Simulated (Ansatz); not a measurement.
Two isomers of CH4BrFSi: A = `F[SiH2]CBr`, B = `FC[SiH2]Br`.

Program: Ansatz. Geometries: PBE0-D4/def2-TZVP. ΔE: electronic, gas phase. CBS: MP2 limit from def2 TZ/QZ plus the TZ coupled-cluster correction, frozen cores. Functionals use def2-TZVPP. B3LYP here is the variant with VWN-RPA as its local correlation; programs differ in this. For Br outer-core shells are correlated without core-valence functions, which leaves a few kJ/mol of doubt a bond. Scalar relativity is left out up to krypton. Each species was taken in one conformer, which may not be the lowest.

Which isomer does CCSD(T)/CBS put lower? Give the gap. (Best estimate.)

Computed: A, by 21.8 kcal/mol.

Give E(B) − E(A) in kcal/mol with MP2/def2-TZVPP, CCSD/def2-TZVPP, PBE0-D4, HF/def2-TZVPP, B2PLYP, CCSD(T)/def2-TZVPP, B3LYP-D4. (An estimate is asked.)

The calculation gave: MP2/def2-TZVPP 23.6, CCSD/def2-TZVPP 22.0, PBE0-D4 18.6, HF/def2-TZVPP 20.1, B2PLYP 21.3, CCSD(T)/def2-TZVPP 22.1, B3LYP-D4 20.1. None reverses the order clearly.

Does the order hold for the free energy at 298.15 K (harmonic terms from PBE0-D4)? (Best estimate.)

The calculation gave: Yes: G(B) − G(A) = +21.8 kcal/mol, for one conformer each.

Largest T1 diagnostic: 0.009.

Leaving LDA and LC-ωPBE aside and taking each functional with its dispersion term where it has one, the values, not all of them listed here, spread over 3.2 kcal/mol, from PBE-D4 to B2PLYP. In def2-TZVPP, CCSD(T) changes the Hartree–Fock value by +2.0 kcal/mol (the triples alone add +0.1 kcal/mol) and MP2 by +3.4 kcal/mol.
